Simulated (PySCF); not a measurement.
SMILES C[C](C)(C)[Ga]([OH])[OH], GFN2-xTB optimised geometry.

```
18

Ga     0.39    -0.66     0.00
O      2.15    -0.66     0.00
H      2.78     0.05     0.01
O     -0.29    -2.28    -0.03
H      0.25    -3.07    -0.06
C     -1.00     0.92     0.00
C     -1.73     0.90    -1.34
C     -1.98     0.66     1.13
C     -0.26     2.24     0.20
H     -2.51     1.66    -1.35
H     -2.19    -0.07    -1.50
H     -1.04     1.10    -2.16
H     -2.43    -0.33     1.02
H     -1.48     0.71     2.10
H     -2.78     1.41     1.11
H      0.27     2.24     1.15
H      0.47     2.40    -0.60
H     -0.97     3.07     0.19
```

Density from CAM-B3LYP/def2-SVP (PySCF) at that geometry.

Minimum of the electron density along straight lines between bonded atoms, close to the bond critical point (lines longer than 1.1 times the sum of covalent radii, or with two minima, are not listed):

| bond | length / Å | ρ at the minimum / e bohr⁻³ | ∇²ρ there / e bohr⁻⁵ | position (fraction from the first atom) |
|---|---|---|---|---|
| Ga1–O2 | 1.762 | 0.131 | 0.88 | 0.48 |
| O2–H3 | 0.953 | 0.355 | -2.39 | 0.82 |
| Ga1–O4 | 1.756 | 0.136 | 0.91 | 0.48 |
| O4–H5 | 0.956 | 0.354 | -2.36 | 0.82 |
| Ga1–C6 | 2.102 | 0.098 | 0.05 | 0.47 |
| C6–C7 | 1.523 | 0.247 | -0.57 | 0.50 |
| C6–C8 | 1.522 | 0.248 | -0.57 | 0.50 |
| C6–C9 | 1.522 | 0.248 | -0.57 | 0.50 |
| C7–H10 | 1.092 | 0.274 | -1.00 | 0.63 |
| C7–H11 | 1.090 | 0.277 | -1.03 | 0.63 |
| C7–H12 | 1.091 | 0.275 | -1.00 | 0.62 |
| C8–H13 | 1.090 | 0.277 | -1.03 | 0.63 |
| C8–H14 | 1.090 | 0.275 | -1.00 | 0.62 |
| C8–H15 | 1.091 | 0.274 | -1.00 | 0.62 |
| C9–H16 | 1.091 | 0.275 | -1.00 | 0.62 |
| C9–H17 | 1.091 | 0.275 | -1.00 | 0.62 |
| C9–H18 | 1.092 | 0.274 | -1.00 | 0.63 |
